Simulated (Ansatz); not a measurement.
```yaml
crystal:
  periodic: [false, false, false]
  atoms:
    - {symbol: N, position_ang: [-0.143968, -0.833831, -0.065562]}
    - {symbol: Zn, position_ang: [0.344855, 0.915567, -0.097376]}
    - {symbol: H, position_ang: [-1.046053, -1.111134, -0.422578]}
    - {symbol: H, position_ang: [0.073161, -1.402748, 0.738989]}
    - {symbol: H, position_ang: [0.822005, 2.358546, -0.194875]}
basis:
  gaussian: {orbitals: pcseg-2, fitting: {mean_field: cc-pVTZ-jkfit}}
hamiltonian: {xc: {name: PBEsol}}
output: {forces: true}
```

```sh
$ ansatz run in.yaml --threads 2 --pin off --events-out ev --progress --plain --max-ram 32768MiB --backend cpu
```

Question: How does Ansatz answer? (Best estimate.)

Answer: The calculation gave: The program refused the input.
```
Functional definition: PBEsol
Error: <dir> the basis set cc-pVTZ-JKFIT has no functions for Zn
```
